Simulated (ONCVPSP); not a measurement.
**Before and after: ONCV potential for zirconium**

- Element: zirconium
- Generator: ONCVPSP 4.0.1
- Type: optimised norm-conserving Vanderbilt (ONCV)
- Functional: Wu-Cohen
- Relativity: fully relativistic
- Frozen core: [Ar] 3d10
- Valence charge: 12
- Reference configuration: 4s2 4p6 4d2 5s2
- Partial waves: 4s+5s: rc 2.05 bohr, ncon 4, nbas 7, qcut 7.3 1/bohr, 3 projectors, debl 1.8 Ha; 4p: rc 1.65 bohr, ncon 4, nbas 8, qcut 9.1 1/bohr, 2 projectors, debl 1.2 Ha; 4d: rc 1.85 bohr, ncon 5, nbas 8, qcut 4.7 1/bohr, 2 projectors, debl 3.7 Ha
- Local potential: polynomial inside 1.10 bohr (lpopt 5, dvloc0 -1 Ha)
- Core correction: none

Open shells are filled in proportion to 2j + 1.

Change: s: qcut 5.5.

Cutoffs: the cutoffs (Ha) at which the residual kinetic energy of the hardest occupied pseudo-wave falls to 1 and 0.1 mHa per electron; they do not see the model core or the augmentation charge, which bear on the density cutoff. Errors are all-electron minus pseudo energies relative to the spin-unpolarised reference configuration.

Q: How do hardness, ghosts and transferability respond?

A: The potential gets neither clearly harder nor softer (25 Ha and 56 Ha → 25 Ha and 56 Ha); the d channel sets the loose cutoff, while the largest relative change is in s, which becomes softer; of the 4 tests that both files solve, the error grows in 2 and shrinks in 1 by more than 15 % and 0.3 meV (median size 1.2 → 1.0 meV); neither file shows a bound ghost.

| quantity | base | changed |
| --- | --- | --- |
| cutoff, loose | 25 Ha | 25 Ha |
| cutoff, tight | 56 Ha | 56 Ha |
| loose cutoff by channel | s 15 Ha, p 24 Ha, d 25 Ha | s 11 Ha, p 24 Ha, d 25 Ha |
| bound ghosts | none | none |
| GHOST(+) flags under 300 eV | s at 213.1 eV | s at 183.9 eV |
| error for 4s2 4p6 4d2 5s1, meV [ΔE 7.18 eV] | -0.3 | -0.6 |
| error for 4s2 4p6 4d2 5s0, meV [ΔE 20.05 eV] | -2.3 | -3.8 |
| error for 4s2 4p6 4d1 5s0, meV [ΔE 42.63 eV] | +1.8 | +0.7 |
| error for 4s2 4p6 4d2 5s0 5p2, meV [ΔE 6.30 eV] | -0.6 | -1.3 |
| s: phases at 2.08 bohr within 0.05 rad from the reference energy up to (Ha; the scan ends near 5) | to the end of the scan | to the end of the scan |
| p3/2: phases at 1.67 bohr within 0.05 rad from the reference energy up to (Ha; the scan ends near 5) | 3.7 | 3.7 |
| p1/2: phases at 1.67 bohr within 0.05 rad from the reference energy up to (Ha; the scan ends near 5) | to the end of the scan | to the end of the scan |
| d5/2: phases at 1.88 bohr within 0.05 rad from the reference energy up to (Ha; the scan ends near 5) | to the end of the scan | to the end of the scan |
| d3/2: phases at 1.88 bohr within 0.05 rad from the reference energy up to (Ha; the scan ends near 5) | to the end of the scan | to the end of the scan |

Base: These tests converged, but a pseudo level misses the all-electron one widely, so the file describes the atom poorly there or has found another state: 4s2 4p6 4d2 5s0 5p2: empty 5s by 10.1 eV. Changed file: These tests converged, but a pseudo level misses the all-electron one widely, so the file describes the atom poorly there or has found another state: 4s2 4p6 4d2 5s0 5p2: empty 5s by 10.1 eV.
